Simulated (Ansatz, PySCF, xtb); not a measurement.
Lewis adduct: BH3 (SMILES B) (first 4 atoms) with C2H6O (SMILES COC); geometry from B3LYP-D3(BJ)/def2-TZVP, rigid monomers moved along the line of their centres of mass till B1···O6 is 1.90 Å.
(charge 0, multiplicity 1):
```xyz
13

B      0.1492     0.2265     1.0946
H      1.2806     0.5130     0.8058
H     -0.6860     1.0199     0.7503
H     -0.1438    -0.9313     0.9009
C     -1.1764     0.1542     3.5715
O      0.1255     0.3421     2.9925
C      1.1401    -0.4457     3.6369
H     -1.1228     0.3861     4.6349
H     -1.5053    -0.8751     3.4152
H     -1.8438     0.8399     3.0608
H      1.1507    -0.2014     4.6987
H      2.0820    -0.1779     3.1705
H      0.9354    -1.5075     3.4853
```

Monomers are frozen at their geometry in the pair; levels with a basis set take the counterpoise correction. Rows marked so take none.

Rows in 6-31G* carry no dispersion term and start afresh at each structure (6-31G* with six Cartesian d functions).

Run with Ansatz (a quantum-chemistry and plane-wave program); PySCF for 6-31G* rows, the dispersion terms; xtb for the GFN methods. 

```
level                            interaction energy (kJ/mol)
-------------------------------  ---------------------------
GFN1-xTB                                               -90.5
GFN2-xTB                                               -82.7
HF/6-31G*                                              -82.4
HF/6-31G* (no counterpoise)                            -90.3
r2SCAN/def2-TZVPPD                                    -122.2
B3LYP/6-31G*                                          -103.7
B3LYP/def2-TZVPPD                                     -102.6
PBE0-D4/def2-TZVPPD                                   -121.7
M06-2X/6-31G* (no counterpoise)                          ___
```

Question: Fill in the missing entries.

Answer: 
- M06-2X/6-31G* (no counterpoise), interaction energy (kJ/mol): -129.9
